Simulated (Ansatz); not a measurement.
Input for Ansatz (a program for electronic structure): R-MP2/aug-cc-pV(T+d)Z on BeCl2 (SMILES [Cl][Be][Cl]), atoms moved off the minimum. Files ending in .json are basis or fitting sets from the Basis Set Exchange.

Ansatz 0.2 input:
```yaml
crystal:
  periodic: [false, false, false]
  atoms:
    - {symbol: Be, position_ang: [0.04750073, -0.00499343, 0.02170238]}
    - {symbol: Cl, position_ang: [0.01129821, 0.04837641, -1.90373018]}
    - {symbol: Cl, position_ang: [-0.09089760, 0.04569778, 1.73060799]}
basis:
  gaussian:
    orbitals: aug-cc-pV_T+d_Z.json
magnetization: {spin_polarized: false}
correlation: {method: mp2, electrons: outside_noble_gas}
scf: {lower_state_search: off}
output: {forces: true}
```

Question: Give the final energy of this run.

Answer: -934.2590 hartree.

Question: How many basis functions does it have, and what does it roughly cost on one machine?

Answer: 156 functions; roughly 13 core-seconds.
